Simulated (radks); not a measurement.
Ru, 44 electrons, occupied as [Kr] 4d6 5s1 5p1 (not the ground configuration). Method: scalar-relativistic Kohn-Sham, PBE, spin-polarised, spherical densities, finite nucleus; open shells are filled with parallel spins first (spin-orbit coupling, left out, can overturn this in heavy ions); Fermi nuclear charge, rms radius 4.4809 fm; computed with a radial shooting solver on a logarithmic mesh with Libxc functionals.

Radial electron density D(r) = 4 pi r^2 rho(r):

r (bohr)  D(r) (e/bohr)  spin D(r)
0.002086          3.590   0.000437
0.002429          4.645   0.000564
0.002805          5.902   0.000715
0.003265          7.558   0.000913
0.003801          9.614    0.00116
0.004425          12.14    0.00145
0.005111          15.01    0.00178
0.00595           18.59    0.00219
0.006927          22.75    0.00265
0.007999          27.20    0.00312
0.009313          32.33    0.00362
0.01084           37.72    0.00410
0.01262           43.09    0.00449
0.01458           47.80    0.00471
0.01697           51.94    0.00471
0.01975           54.77    0.00438
0.023             55.93    0.00371
0.02656           55.39    0.00282
0.03092           53.36    0.00186
0.03599           50.59    0.00136
0.0419            48.26    0.00219
0.04839           47.67    0.00533
0.05634           49.74     0.0128
0.06559           54.69     0.0267
0.07574           60.99     0.0484
0.08818           67.08     0.0835
0.1027            69.85      0.136
0.1195            67.49      0.210
0.138             60.89      0.304
0.1607            52.19      0.426
0.187             45.93      0.557
0.2178            45.13      0.665
0.2515            48.90      0.700
0.2928            53.57      0.623
0.3408            53.80      0.423
0.3936            47.55      0.180
0.4582            35.95  -0.000892
0.5335            24.03     0.0537
0.621             16.18      0.440
0.7172            13.52       1.08
0.8349            13.76       1.88
0.972             14.10       2.54
1.132             12.80       2.87
1.307             10.22       2.84
1.521             7.155       2.55
1.771             4.642       2.13
2.062             2.967       1.73
2.381             2.001       1.40
2.772             1.374       1.09
3.227            0.9533      0.826
3.727            0.6553      0.598
4.339            0.4156      0.394
5.051            0.2437      0.236
5.88             0.1311      0.129
6.791           0.06667     0.0662
7.906           0.02915     0.0291
9.204           0.01092     0.0109
10.71          0.003343    0.00334
12.37         0.0008682   0.000868
14.41         0.0001592   0.000159

D(r) has 4 maxima, at r = 0.0236, 0.103, 0.317, 0.941 bohr, and minima at 0.0469, 0.206, 0.752 bohr, inside which lie 2.02, 11.11, 29.17 electrons.
